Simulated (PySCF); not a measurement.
Species: H₈INSi₃.
Bonds: Si1–N2, N2–Si3, N2–Si4, Si4–I5. Hydrogens: H6, H7, H8 on Si1; H9, H10, H11 on Si3; H12, H13 on Si4.

Method used: PySCF 2.14.0, PBE0-D3(BJ)/def2-SVP geometry optimisation, gas phase, def2 core potentials past Kr.

**Question.** Give the optimised bond lengths and angles.

**Answer.** 
```tsv
bond	length (bohr)	order
Si1–N2, N2–Si3	3.337	single
N2–Si4	3.281	single
Si4–I5	4.658	single
Si1–H6 and 5 like bonds	2.821	single
Si4–H12, Si4–H13	2.810	single
```

Bonds in one row agree within 0.02 bohr and their mean is given. Orders are formal, as drawn. A selection of angles:
```tsv
angle	degrees
N2–Si1–H6	108.8
N2–Si1–H7	111.8
N2–Si1–H8	108.0
H6–Si1–H7	108.5
H6–Si1–H8	110.5
Si1–N2–Si3	118.7
Si1–N2–Si4	119.7
H9–Si3–H10	110.6
N2–Si4–I5	111.3
N2–Si4–H12	110.2
I5–Si4–H12	106.5
I5–Si4–H13	106.5
H12–Si4–H13	112.3
```

Dihedral angles: Si1–N2–Si4–I5 81° (synclinal). The mirror-image conformer, all signs reversed, is as good.

The 3 N–Si bonds span 1.736 Å (N2–Si4, drawn single) to 1.766 Å (Si1–N2, drawn single), a spread of 0.030 Å. Si1 (SiH3 silicon) is tetrahedral (angles from 108.0° to 111.8°). N2 (nitrogen bridging silicon atoms) is almost planar (angles 119.9°, 119.7° and 118.7°, sum 358.4°, 0.13 Å off the plane of its three neighbours). Si4 (SiH2 silicon) is tetrahedral (angles from 106.5° to 112.3°).

Point group: near Cs, missed by 0.18 Å at most; the miss may be what the optimiser left on a soft mode. Stationary, but not proved a minimum. The numbers are those of one conformer.
